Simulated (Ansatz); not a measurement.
Ansatz (a quantum-chemistry and plane-wave program) input:

Ansatz 0.2 input:
```yaml
crystal:
  periodic: [false, false, false]
  atoms:
    - {symbol: O, position_ang: [1.35849459, 0.41937092, -1.05898068]}
    - {symbol: Si, position_ang: [-0.17600641, 0.38522654, -0.44028271]}
    - {symbol: O, position_ang: [-0.27668155, 1.71799226, 0.51779325]}
    - {symbol: S, position_ang: [-0.40120355, -1.44714208, 0.70022739]}
    - {symbol: H, position_ang: [1.61994036, -0.30229405, -1.63855637]}
    - {symbol: H, position_ang: [0.34814729, 2.43052085, 0.34410469]}
    - {symbol: H, position_ang: [-1.73924549, -1.46603061, 0.58427067]}
basis:
  gaussian:
    orbitals: def2-TZVPD
hamiltonian:
  xc: {name: wB97X-V}
magnetization: {spin_polarized: true, initial_magnetization: 1}
output: {forces: true}
```

Q: Predict the final energy.

A: -839.95188 Eh (wB97X-V/def2-TZVPD). The basis has 196 functions.

It need not be the lowest isomer of its formula.
